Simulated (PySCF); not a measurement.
C3H5AlClF. Atoms are numbered in the order given.

```xyz
11

Al     0.2383    -0.1520     0.4443
C     -0.0601    -1.7113    -0.6778
C     -0.2672    -0.6816    -1.7356
C      0.6653     0.2142    -2.1363
H     -0.9154    -2.3764    -0.5258
H      0.8781    -2.2749    -0.7887
H     -1.2966    -0.5286    -2.0850
H      1.7145     0.1366    -1.8254
H      0.4106     1.0218    -2.8255
Cl    -1.3033     0.9898     1.2902
F      1.8042     0.2493     0.8488
```

Geometry: PBE0-D3(BJ)/def2-SVP. The structure was generated by enumeration; whether it is a known compound was not checked. The values are those of a single conformer.

These are B3LYP/pcSseg-1 run with PySCF values and carry that method's errors.

GIAO shieldings, no solvent; atoms listed in one row are averaged. δ = σ(ref) − σ: ¹³C against TMS (σ = 181.3 ppm); ¹H against TMS (σ = 31.68 ppm); ³⁵Cl against HCl (σ = 933.3 ppm); ¹⁹F against CFCl3 (σ = 161.7 ppm), references at their B3LYP-D3(BJ)/def2-TZVP geometries, non-relativistic (without spin–orbit terms, shifts of atoms bonded to Cl or Br come out too high).

Computed chemical shifts:
```csv
nucleus,atoms,count,δ (ppm)
¹³C,C3,1,157.7
¹³C,C4,1,120.8
¹³C,C2,1,20.7
¹H,H7,1,7.15
¹H,H8,1,6.13
¹H,H9,1,5.59
¹H,H6,1,2.50
¹H,H5,1,1.82
³⁵Cl,Cl10,1,-48.7
¹⁹F,F11,1,-198.4
```
